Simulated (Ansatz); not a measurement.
Energy difference R1 → P1 + P2, each structure at its B3LYP-D3(BJ)/def2-TZVP stationary point, reached from a drawn start (curvature not checked).
R1, F3Fe (SMILES [F][Fe]([F])[F]) (charge 0, multiplicity 6):
```xyz
4

Fe     0.000     0.000     0.000
F      1.760    -0.010    -0.010
F     -0.872     1.529    -0.001
F     -0.888    -1.519     0.011
```
P1, F2Fe (SMILES [F][Fe][F]) (charge 0, multiplicity 5):
```xyz
3

Fe     0.000     0.000     0.000
F      1.759    -0.004     0.008
F     -1.759     0.004    -0.008
```
P2: F atom, charge 0, multiplicity 2.

P less R. No zero-point or thermal terms; open shells are unrestricted; no spin–orbit coupling. The spin states of the d-block species are the ones drawn and need not be the lowest.

Cores are frozen in the correlated methods.

Run with Ansatz (Gaussian basis) for Hartree–Fock, density functionals and correlated methods. No computed number here is a measurement.

Total energies in hartree:

```tsv
structure	PBE/def2-TZVPP	r2SCAN/def2-TZVPP	CCSD(T)/def2-TZVPP
R1	-1562.978629	-1563.363352	-1561.999537
P1	-1463.166463	-1463.492879	-1462.246824
P2	-99.669123	-99.727635	-99.625056
```

Task: Work out the reaction energy at each level in kcal/mol (1 hartree = 627.50947 kcal/mol), and say how far PBE/def2-TZVPP lies from CCSD(T)/def2-TZVPP.

Result: 
- PBE/def2-TZVPP: (-1463.166463) + (-99.669123) − (-1562.978629) = 0.143043 hartree = 89.76 kcal/mol
- r2SCAN/def2-TZVPP: (-1463.492879) + (-99.727635) − (-1563.363352) = 0.142838 hartree = 89.63 kcal/mol
- CCSD(T)/def2-TZVPP: (-1462.246824) + (-99.625056) − (-1561.999537) = 0.127657 hartree = 80.11 kcal/mol
PBE/def2-TZVPP less CCSD(T)/def2-TZVPP: 9.65 kcal/mol. CCSD(T)/def2-TZVPP is the level counted from, the highest shown, and no exact or measured value.

Ansatz is a program for electronic structure.
